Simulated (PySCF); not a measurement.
A side-by-side comparison of computed properties.

First species: C₅H₁₁Cl₂FSi.
SMILES: `[C@@H]([Si@@H](C)CC(Cl)Cl)(F)C`

Second species: C₇H₉N₃.
InChI=1S/C7H9N3/c1-5-7(6-2-3-6)4-8-10-9-5/h4,6H,2-3H2,1H3

Levels: PBE0/pcSseg-1 for dipole moment, HOMO energy, LUMO energy and HOMO–LUMO gap; GFN2-xTB for rotational constant A and rotational constant C. Geometries: GFN2-xTB. All species are isolated and taken at one optimised geometry, non-relativistic unless stated; the electronic structure was computed with PySCF and density fitting.

Dipoles, sizes and rotational constants follow the conformer. The torsions of the flexible species, by atom-mapped SMILES:
- `[CH3:1][C@@H:2]([F:3])[Si@@H:4]([CH3:5])[CH2:6][CH:7]([Cl:8])[Cl:9]`: C1–C2–Si4–C5 72°, C2–Si4–C6–C7 70°, Si4–C6–C7–Cl8 -177°
- `[CH3:1][c:2]1[n:3][n:4][n:5][cH:6][c:7]1[CH:8]1[CH2:9][CH2:10]1`: C6–C7–C8–C9 -34°

| property | column X | column Y |
| --- | --- | --- |
| dipole moment | 6.41 D | 4.21 D |
| HOMO energy | -6.84 eV | -8.18 eV |
| LUMO energy | -1.55 eV | 0.13 eV |
| HOMO–LUMO gap | 5.29 eV | 8.31 eV |
| rotational constant A | 2.382 GHz | 1.383 GHz |
| rotational constant C | 0.815 GHz | 0.477 GHz |

(1) Which column belongs to which species?

(2) How does each property change from the first species to the second?

## Answers

(1) Column X is the second species and column Y the first. The first has 20 atoms and 98 electrons, the second 19 and 72.

(2) dipole moment +2.20 D; HOMO energy +1.34 eV; LUMO energy -1.68 eV; HOMO–LUMO gap -3.02 eV; rotational constant A +0.999 GHz; rotational constant C +0.338 GHz.

On the first: A dipole of 4.21 D is allowed in C1, and pure rotational transitions are dipole-allowed. In atomic units the dipole is 1.65 e·bohr (1 au = 2.5417 D).

On the second: In atomic units the dipole is 2.52 e·bohr (1 au = 2.5417 D).
